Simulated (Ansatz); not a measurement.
**A small benchmark: atomisation enthalpy at 298 K**

6 molecules holding an element past argon; the atomisation enthalpy at 298 K in kJ/mol, computed less measured. Shapes, held fixed at every level: PBE0-D4/def2-TZVP. Flexible molecules stand in one conformer, not always the lowest. Thermal terms are harmonic and unscaled (B3LYP/6-31G*, PBE0-D4/def2-TZVP); the spin-orbit lowering of the free atoms is taken from their spectra. Programs: Ansatz 0.2.0. Measured values: Active Thermochemical Tables, CRC Handbook of Chemistry and Physics, NIST-JANAF tables.

Levels: A = HF/def2-TZVPP; B = B3LYP-D4/def2-TZVPP; C = wB97M-V/def2-TZVPP; D = wB97X-V/def2-TZVPP.

```json
{"molecule": "HBr (hydrogen bromide)", "from tabulated heats": "366", "A": "-121", "B": "-7", "C": "-7", "D": "-6"}
{"molecule": "HI (hydrogen iodide)", "from tabulated heats": "298", "A": "-118", "B": "-9", "C": "-13", "D": "-10"}
{"molecule": "I2 (iodine)", "from tabulated heats": "151", "A": "-153", "B": "-22", "C": "-33", "D": "-25"}
{"molecule": "SiHBr3 (SMILES Br[SiH](Br)Br)", "from tabulated heats": "1205", "A": "-273", "B": "+72", "C": "+93", "D": "+107"}
{"molecule": "CH2BrF (bromofluoromethane)", "from tabulated heats": "1556", "A": "-496", "B": "-10", "C": "-5", "D": "-3"}
{"molecule": "C3H7Br (1-bromopropane)", "from tabulated heats": "3875", "A": "-1012", "B": "-10", "C": "-4", "D": "-7"}
```

**Question.** Sum up the errors.

**Answer.** 
```
              level                    kind  mean error  mean absolute error  worst case
      HF/def2-TZVPP            Hartree–Fock      -362.2                362.2      C3H7Br
B3LYP-D4/def2-TZVPP           global hybrid        +2.3                 21.7      SiHBr3
 wB97M-V/def2-TZVPP  range-separated hybrid        +5.2                 25.8      SiHBr3
 wB97X-V/def2-TZVPP  range-separated hybrid        +9.3                 26.3      SiHBr3
```

On this set B3LYP-D4/def2-TZVPP has the smallest mean absolute error and HF/def2-TZVPP the largest. HF/def2-TZVPP is too low in 6 of 6; B3LYP-D4/def2-TZVPP is too low in 5 of 6; wB97M-V/def2-TZVPP is too low in 5 of 6; wB97X-V/def2-TZVPP is too low in 5 of 6. The heats of C3H7Br (1-bromopropane) come from older tables and can be uncertain by 10 kJ/mol or more. The molecules' own spin-orbit lowering is left out, so errors for iodides read a little too negative. Heats of the atoms come from ATcT where it has them. With so many references in doubt the order of the levels isn't settled. The tabulated value of SiHBr3 is in doubt (older tables, estimates, or at odds with other calculations) and kept here. Over the 5 molecules whose values aren't doubted the mean absolute errors are A 380.0; B 11.6; C 12.4; D 10.2. For HF/def2-TZVPP the error tends to grow with the atomisation enthalpy. Where a negative error exceeds the measured value, the molecule comes out unbound. Hartree–Fock lacks correlation and underbinds. For atoms past krypton def2 sets carry core potentials with scalar relativity. Relativity is left out for Br. The set is small.
